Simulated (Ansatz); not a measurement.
`[AlH2][NH][Si]1(Cl)CO1` + H₂O → `O[Si]1(Cl)CO1` + `[NH2][AlH2]`  (formal hydrolysis of the Si–N bond)

Computed with Ansatz on PBE0-D4/def2-TZVP structures; ΔE is electronic, products minus reactants. CCSD(T)/CBS is the MP2 limit (def2-TZVPP, def2-QZVPP) plus CCSD(T) − MP2 in def2-TZVPP, frozen cores. This one scheme is used for every species. DFT in def2-TZVPP. B3LYP here is the variant with VWN-RPA as its local correlation; programs differ in this. One conformer a species, not always the lowest.

`[AlH2][NH][Si]1(Cl)CO1`:

```xyz
11

Al   -0.435   -2.185   -1.228
N     0.154   -0.945   -0.068
Si   -0.279    0.655    0.270
Cl   -1.972    1.101   -0.762
C     0.767    1.978    0.878
O    -0.157    1.216    1.802
H    -1.561   -1.828   -2.269
H     0.283   -3.588   -1.109
H     0.901   -1.264    0.541
H     0.488    3.026    0.798
H     1.812    1.835    1.146
```

H₂O:

```xyz
3

O    -0.158   -0.355   -0.020
H     0.167    0.097    0.762
H    -0.010    0.258   -0.742
```

`O[Si]1(Cl)CO1`:

Z-matrix (Å, degrees):
```
Si
Cl 1 2.016
C 1 1.788 2 122.4
O 1 1.620 2 106.0 3 159.3
O 1 1.631 2 119.1 3 -61.9
H 3 1.087 1 122.5 2 -6.6
H 3 1.088 1 123.2 2 159.5
H 4 0.960 1 116.6 2 168.4
```

`[NH2][AlH2]`:

Cartesian coordinates in Å:
```
N 0.335 0.876 0.001
Al -0.296 -0.774 -0.001
H -0.155 1.680 -0.358
H 1.235 1.149 0.360
H -1.737 -1.015 -0.610
H 0.617 -1.916 0.608
```

```csv
level,ΔE (kJ/mol),difference from CCSD(T)/CBS
PBE-D4,-24.8,-3.0
PBE,-30.5,-8.7
PBE0,-28.4,-6.6
B3LYP,-36.3,-14.5
CCSD/def2-TZVPP,-26.0,-4.2
HF/def2-QZVPP,-35.9,-14.1
MP2/def2-QZVPP,-21.1,0.7
HF/CBS(def2),-35.9,-14.1
MP2/CBS(def2),-20.2,1.6
CCSD/CBS(def2),-23.7,-1.9
CCSD(T)/CBS,-21.8,0
```

Largest T1 diagnostic among the species: 0.012.

In def2-TZVPP, CCSD(T) changes the Hartree–Fock value by +12.0 kJ/mol (the triples alone add +1.9 kJ/mol) and MP2 by +13.6 kJ/mol. The D4 term adds +9.3 kJ/mol with B3LYP and +5.3 kJ/mol with PBE0; it sums over pairs of atoms, weighted by their polarisabilities, and B3LYP, whose exchange is more repulsive, gets the larger term.
